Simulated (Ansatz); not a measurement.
A structure relaxed at PBE0-D4/def2-SVP in Ansatz, charge 0, singlet:

```tsv
atom	x (Å)	y (Å)	z (Å)
Cd1	0.045	1.567	0.125
Cd2	-2.894	-0.655	-1.200
Cd3	0.620	0.486	2.648
Cd4	0.468	0.057	-2.630
Cd5	-2.403	2.472	-0.949
O6	2.156	-0.467	0.799
O7	-0.870	-0.520	0.656
O8	0.950	-1.802	0.793
O9	1.877	0.247	-0.230
O10	0.053	-1.386	-0.013
```

Task: Give its formula.

Result: Cd5O5.

Task: Summarise the bond lengths by kind (pairs closer than 1.2 times the sum of covalent radii, bridged metal pairs left out).

Result: 4 × Cd–Cd 2.80 to 3.18 Å; 3 × O–O 1.28 to 1.43 Å; 2 × Cd–O 2.29 to 2.34 Å.

In the def2 sets Cd takes a core potential; there is no spin–orbit coupling. The structure holds 3 bonds between oxygen atoms, so isomers without such links may lie far lower. The restricted singlet is unstable towards broken spin symmetry in Hartree–Fock (as tested in another run); at PBE0-D4/def2-SVP this wasn't settled. Another isomer (singlet) lies 3.22 eV lower at PBE0-D4/def2-TZVP; other spin states weren't run for this one.
